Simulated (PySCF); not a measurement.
thionyl fluoride (F2OS), singlet, geometry from GFN2-xTB, with bond 4-2 at 1.8 times its length; CASSCF(4,4)/def2-SVP (PySCF).

The PySCF input:
```python
from pyscf import gto, scf, mcscf
import numpy

mol = gto.Mole()
mol.atom = '''
    O     1.37207111   -0.13977988   -0.35265342
    S     0.19542235   -0.00076459    0.41128400
    F    -0.67460128    1.25689128   -0.25838311
    F    -1.76272088   -2.03569812   -0.61580091
'''
mol.basis = 'def2-svp'
mol.verbose = 4
mol.build()

mf = scf.RHF(mol)
mf.kernel()
mc = mcscf.CASSCF(mf, 4, 4)
mc.fix_spin_(ss=0.0)
mc.conv_tol = 1e-5
mc.kernel()
occ = numpy.linalg.eigvalsh(mc.fcisolver.make_rdm1(mc.ci, mc.ncas, mc.nelecas))[::-1]
ss = mc.fcisolver.spin_square(mc.ci, mc.ncas, mc.nelecas)[0]
print('natural occupations', occ.round(4), ' <S^2>', round(ss, 4))
```

Output, abridged:

```
PySCF version 2.14.0

[INPUT] verbose = 4
[INPUT] num. atoms = 4
[INPUT] num. electrons = 42
[INPUT] charge = 0
[INPUT] spin (= nelec alpha-beta = 2S) = 0
[INPUT] symmetry False subgroup None
[INPUT] Mole.unit = angstrom
[INPUT] Symbol           X                Y                Z      unit          X                Y                Z       unit  Magmom
[INPUT]  1 O      1.372071110000  -0.139779880000  -0.352653420000 AA    2.592838621328  -0.264145690925  -0.666418380691 Bohr   0.0
[INPUT]  2 S      0.195422350000  -0.000764590000   0.411284000000 AA    0.369294720119  -0.001444865698   0.777214119416 Bohr   0.0
[INPUT]  3 F     -0.674601280000   1.256891280000  -0.258383110000 AA   -1.274811662481   2.375180287554  -0.488273313113 Bohr   0.0
[INPUT]  4 F     -1.762720880000  -2.035698120000  -0.615800910000 AA   -3.331059697252  -3.846911919092  -1.163695067158 Bohr   0.0

nuclear repulsion = 157.083812481597
number of shells = 26
number of NR pGTOs = 108
number of NR cGTOs = 60
basis = def2-svp
ecp = {}

******** <class 'pyscf.scf.hf.RHF'> ********
method = RHF
initial guess = minao
damping factor = 0
level_shift factor = 0
DIIS = <class 'pyscf.scf.diis.CDIIS'>
diis_start_cycle = 1
diis_space = 8
diis_damp = 0
SCF conv_tol = 1e-09
SCF conv_tol_grad = None
SCF max_cycles = 50
direct_scf = True
direct_scf_tol = 1e-13
Set gradient conv threshold to 3.16228e-05
Initial guess from minao.
init E= -670.78472986252
  HOMO = -0.440907189748687  LUMO = -0.163512465939183  gap/eV = 7.54829
cycle= 1 E= -670.357481023626  delta_E= 0.427  |g|= 1.06  |ddm|= 2.27
  HOMO = -0.153150194307914  LUMO = -0.151861816260684  gap/eV = 0.03506
cycle= 2 E= -669.446816868808  delta_E= 0.911  |g|= 2.05  |ddm|= 2.81
  HOMO = -0.39982257286304  LUMO = -0.18824406421483  gap/eV = 5.75734
cycle= 3 E= -670.54367656079  delta_E= -1.1  |g|= 0.547  |ddm|= 2.48
  HOMO = -0.345869444934946  LUMO = -0.173541291422904  gap/eV = 4.68929
cycle= 4 E= -670.59990168003  delta_E= -0.0562  |g|= 0.209  |ddm|= 0.379
  HOMO = -0.352121155857347  LUMO = -0.143978768791665  gap/eV = 5.66384
cycle= 5 E= -670.616464413619  delta_E= -0.0166  |g|= 0.0607  |ddm|= 0.323
  HOMO = -0.363613644964379  LUMO = -0.139780688493496  gap/eV = 6.09080
cycle= 6 E= -670.618383341493  delta_E= -0.00192  |g|= 0.0597  |ddm|= 0.111
  HOMO = -0.369186644735213  LUMO = -0.134790759203384  gap/eV = 6.37824
cycle= 7 E= -670.61971368883  delta_E= -0.00133  |g|= 0.0431  |ddm|= 0.082
  HOMO = -0.376233355230458  LUMO = -0.13077595049352  gap/eV = 6.67924
cycle= 8 E= -670.620949173636  delta_E= -0.00124  |g|= 0.0108  |ddm|= 0.109
  HOMO = -0.379834535712746  LUMO = -0.129971520321371  gap/eV = 6.79912
cycle= 9 E= -670.621269237804  delta_E= -0.00032  |g|= 0.0122  |ddm|= 0.0563
  HOMO = -0.379076681981668  LUMO = -0.130123097641894  gap/eV = 6.77437
cycle= 10 E= -670.621395884815  delta_E= -0.000127  |g|= 0.00672  |ddm|= 0.0269
  HOMO = -0.377617690644991  LUMO = -0.129790218763078  gap/eV = 6.74373
cycle= 11 E= -670.621557394188  delta_E= -0.000162  |g|= 0.00612  |ddm|= 0.0675
  HOMO = -0.378447234463163  LUMO = -0.130154764928471  gap/eV = 6.75638
cycle= 12 E= -670.621576537226  delta_E= -1.91e-05  |g|= 0.00137  |ddm|= 0.0137
  HOMO = -0.378730962919178  LUMO = -0.12996434786221  gap/eV = 6.76928
cycle= 13 E= -670.621581826044  delta_E= -5.29e-06  |g|= 0.000677  |ddm|= 0.0138
  HOMO = -0.378791686314564  LUMO = -0.130073929077905  gap/eV = 6.76795
cycle= 14 E= -670.621582180641  delta_E= -3.55e-07  |g|= 0.000313  |ddm|= 0.00162
  HOMO = -0.378790459890542  LUMO = -0.13006283392186  gap/eV = 6.76822
cycle= 15 E= -670.621582298103  delta_E= -1.17e-07  |g|= 0.000219  |ddm|= 0.00114
  HOMO = -0.378735715223906  LUMO = -0.130038524870824  gap/eV = 6.76740
cycle= 16 E= -670.621582317272  delta_E= -1.92e-08  |g|= 6.44e-05  |ddm|= 0.000355
  HOMO = -0.378735918380437  LUMO = -0.13004252195166  gap/eV = 6.76729
cycle= 17 E= -670.621582321305  delta_E= -4.03e-09  |g|= 3.38e-05  |ddm|= 0.000191
  HOMO = -0.378739117867807  LUMO = -0.130044526055074  gap/eV = 6.76732
cycle= 18 E= -670.621582322316  delta_E= -1.01e-09  |g|= 1.03e-05  |ddm|= 0.000123
  HOMO = -0.378739468482139  LUMO = -0.130044674567507  gap/eV = 6.76733
cycle= 19 E= -670.621582322434  delta_E= -1.18e-10  |g|= 6.77e-06  |ddm|= 3.56e-05
  HOMO = -0.378737838653779  LUMO = -0.130045399823838  gap/eV = 6.76727
Extra cycle  E= -670.621582322439  delta_E= -5.23e-12  |g|= 6.03e-06  |ddm|= 1.03e-05
converged SCF energy = -670.621582322439

******** <class 'pyscf.mcscf.mc1step.CASSCF'> ********
CAS (2e+2e, 4o), ncore = 19, nvir = 37
max_cycle_macro = 50
max_cycle_micro = 4
conv_tol = 1e-05
conv_tol_grad = None
orbital rotation max_stepsize = 0.02
orbital rotation threshold for CI restart = 0.01
augmented hessian ah_max_cycle = 30
augmented hessian ah_conv_tol = 1e-12
augmented hessian ah_linear dependence = 1e-14
augmented hessian ah_level shift = 1e-08
augmented hessian ah_start_tol = 2.5
augmented hessian ah_start_cycle = 3
augmented hessian ah_grad_trust_region = 3
kf_trust_region = 3
kf_interval = 4
ci_response_space = 4
ci_grad_trust_region = 3
with_dep4 0
natorb = False
canonicalization = True
sorting_mo_energy = False
ao2mo_level = 2
internal_rotation = False
******** <class 'pyscf.fci.addons.SpinPenaltyFCISolver'> ********
max. cycles = 50
conv_tol = 1e-08
davidson only = True
linear dependence = 1e-12
level shift = 0.001
max iter space = 12
nroots = 1
pspace_size = 400
spin = None
CASCI E = -670.704284264834  S^2 = 0.0000000
Set conv_tol_grad to 0.00316228
macro iter   1 ( 17 JK    4 micro), CASSCF E = -670.757915149103  dE = -5.36308843e-02  S^2 = 0.0000000
               |grad[o]|=0.429  |grad[c]|=0.0697  |ddm|=0.209  |maxRot[o]|=0.149
macro iter   2 ( 21 JK    4 micro), CASSCF E = -670.760241664406  dE = -2.32651530e-03  S^2 = 0.0000000
               |grad[o]|=0.0377  |grad[c]|=0.0143  |ddm|=0.00547  |maxRot[o]|=0.311
macro iter   3 ( 21 JK    4 micro), CASSCF E = -670.764737759191  dE = -4.49609478e-03  S^2 = 0.0000000
               |grad[o]|=0.0189  |grad[c]|=0.016  |ddm|=0.00679  |maxRot[o]|=0.312
macro iter   4 ( 21 JK    4 micro), CASSCF E = -670.767862333585  dE = -3.12457439e-03  S^2 = 0.0000000
               |grad[o]|=0.0158  |grad[c]|=0.00734  |ddm|=0.00515  |maxRot[o]|=0.181
macro iter   5 ( 21 JK    4 micro), CASSCF E = -670.769936051419  dE = -2.07371783e-03  S^2 = 0.0000000
               |grad[o]|=0.0118  |grad[c]|=0.00811  |ddm|=0.00459  |maxRot[o]|=0.194
macro iter   6 ( 21 JK    4 micro), CASSCF E = -670.770318896814  dE = -3.82845394e-04  S^2 = 0.0000000
               |grad[o]|=0.00546  |grad[c]|=0.00626  |ddm|=0.00311  |maxRot[o]|=0.0747
macro iter   7 ( 21 JK    4 micro), CASSCF E = -670.770385625023  dE = -6.67282097e-05  S^2 = 0.0000000
               |grad[o]|=0.00325  |grad[c]|=0.00591  |ddm|=0.00207  |maxRot[o]|=0.0348
macro iter   8 ( 21 JK    4 micro), CASSCF E = -670.770396482301  dE = -1.08572774e-05  S^2 = 0.0000000
               |grad[o]|=0.00279  |grad[c]|=0.00586  |ddm|=0.00152  |maxRot[o]|=0.0114
macro iter   9 ( 21 JK    4 micro), CASSCF E = -670.770398204111  dE = -1.72180978e-06  S^2 = 0.0000000
               |grad[o]|=0.00275  |grad[c]|=0.00585  |ddm|=0.00128  |maxRot[o]|=0.00488
1-step CASSCF converged in   9 macro (185 JK  36 micro) steps
CASSCF canonicalization
Density matrix diagonal elements [1.99250894 1.24059275 0.75921726 0.00768106]
CASSCF energy = -670.770398204111
CASCI E = -670.770398204111  E(CI) = -5.90904609822690  S^2 = 0.0000000
natural occupations [1.9928 1.285  0.715  0.0072]  <S^2> 0.0
```
